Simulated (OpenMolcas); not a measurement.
## Ar²⁺: effect of the level shift or regulariser

| Quantity | Value |
| --- | --- |
| Program | OpenMolcas 26.06 |
| Basis | ANO-RCC-VTZP [5s4p2d1f] |
| Scalar Hamiltonian | DKH2, point nucleus |
| Active space | 4 electrons in 3 orbitals (3p) |
| State averaging | 2S+1 = 3 even, 3 roots; 2S+1 = 1 even, 6 roots |
| Spin-orbit coupling | RASSI with atomic mean-field integrals over the reference wave functions, term energies averaged over their components |

Methods on the same reference wave functions:
A. CASSCF
B. SS-CASPT2, IPEA 0.25 Eh, imaginary shift 0.1 Eh (closed shells correlated: 2s 2p 3s)
C. SS-CASPT2, IPEA 0.25 Eh, real shift 0.2 Eh (closed shells correlated: 2s 2p 3s)
D. SS-CASPT2, IPEA 0.25 Eh, sigma2 regulariser 0.3 Eh (closed shells correlated: 2s 2p 3s)

Energies in cm⁻¹ above 3s² 3p⁴ ³P₂, the measured ground level; measured values from Saloman, J. Phys. Chem. Ref. Data 39, 033101 (2010).

```csv
Level,A,B,C,D,Measured
3s² 3p⁴ ³P₂,0.0,0.0,0.0,0.0,0.0
3s² 3p⁴ ³P₁,1028,1033,1033,1033,1112
3s² 3p⁴ ³P₀,1478,1473,1473,1473,1570
3s² 3p⁴ ¹D₂,17008,14570,14590,14570,14010
3s² 3p⁴ ¹S₀,41591,35270,35330,35270,33266
```

Deviations, from unrounded energies. A percentage is the sum of absolute deviations over the sum of measured energies, with the sign that they share, or ± where signs differ.

| Against measurement | Levels | A | B | C | D |
| --- | --- | --- | --- | --- | --- |
| mean absolute deviation (cm-1) | 4 | 2900 | 690 | 700 | 690 |
| fine structure of the ground term (%) | 2 | -6.6 | -6.6 | -6.6 | -6.6 |
| other terms of the ground configuration (%) | 2 | +24.0 | +5.4 | +5.6 | +5.4 |

B, C, D lie about equally close to measurement and A furthest from it. The largest miss of D in the table is 3s² 3p⁴ ¹S₀, by +2000 cm-1. The ranking rests on the paired levels alone, and a cruder setting can come out closer through cancelling errors.

Among B to D the level of the table that moves most is 3s² 3p⁴ ¹S₀, by 59 cm-1 (lowest in D, highest in C). Moves below CASPT2's spread within the term are not significant.

The mean deviations of B to D differ by less than CASPT2's widest spread within a term (130 cm-1), so their order carries little weight.

From A to B the spin-free energies of the other terms of 3s² 3p⁴ shown, above ³P, scale by a factor of 0.85.

The lowest spin-free term lies below A's lowest term by 0.177 hartree in B, 0.176 hartree in C, 0.177 hartree in D.

CASPT2 breaks the degeneracy within a term, and the mean is taken; among the terms shown or strongly mixed into the levels shown the widest spread is 130 cm-1 (3s² 3p⁴ ¹D, D). With the s shell closed, the reference lacks s² → p² mixing. Measured partners are found by configuration, term and J. A level has none where our copy of the source lacks it or the pairing is in doubt (some pairs that miss far off the trend of their configuration count as doubtful), and it then counts in no deviation. Only configurations of the active space appear.
